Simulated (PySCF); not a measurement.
Does the drawn structure hold up?

C5H7BCl2O2. Drawn bonds (atoms numbered from 1): C1=C2, C2–C3, C3–C4, C4=O5, C4–O6, O6–C7, C7–B8, B8–Cl9, B8–Cl10, C1–H11, C1–H12, C2–H13, C3–H14, C3–H15, C7–H16, C7–H17.

Geometry after optimisation with GFN2-xTB (Å):

```
atom  x, y, z in Å
C1    -2.409    0.809   -1.298
C2    -2.014   -0.052   -0.381
C3    -0.940   -1.090   -0.623
C4     0.263   -0.594    0.101
O5     0.417   -0.772    1.328
O6     1.125    0.102   -0.551
C7     2.161    0.592    0.335
B8     1.705   -0.002    1.807
Cl9    1.139    1.262    2.980
Cl10   2.835   -1.224    2.515
H11   -1.996    0.816   -2.292
H12   -3.174    1.537   -1.091
H13   -2.423   -0.042    0.618
H14   -0.720   -1.175   -1.686
H15   -1.248   -2.050   -0.209
H16    2.161    1.680    0.254
H17    3.112    0.216   -0.044
```

Here a drawn bond counts as lost beyond 1.3 times the sum of covalent radii plus 0.1 Å; another pair counts as a new contact within 1.08 times that sum, or 1.2 times among H, C, N, O, F, S and Cl. Covalent radii used (Å): B 0.84, C 0.73, Cl 1.02, H 0.31, O 0.66.

(1) Which drawn bonds no longer describe this geometry, and which new contacts appear?

(2) How long is each drawn bond in this geometry?

Results:

(1) No drawn bond is lost. New contacts: O5–B8 (1.58 Å; radii sum 1.50 Å). The tight-binding optimisation can itself be at fault, so a check at a higher level is due before the drawing is dismissed.

(2) 
```tsv
drawn bond	length (Å)	over radii sum
C1–C2	1.318	0.90
C2–C3	1.513	1.04
C3–C4	1.489	1.02
C4–O5	1.249	0.90
C4–O6	1.285	0.92
O6–C7	1.449	1.04
C7–B8	1.651	1.05
B8–Cl9	1.815	0.98
B8–Cl10	1.809	0.97
C1–H11	1.077	1.04
C1–H12	1.076	1.03
C2–H13	1.080	1.04
C3–H14	1.089	1.05
C3–H15	1.090	1.05
C7–H16	1.091	1.05
C7–H17	1.091	1.05
```

The numbers are calculated, not measured.
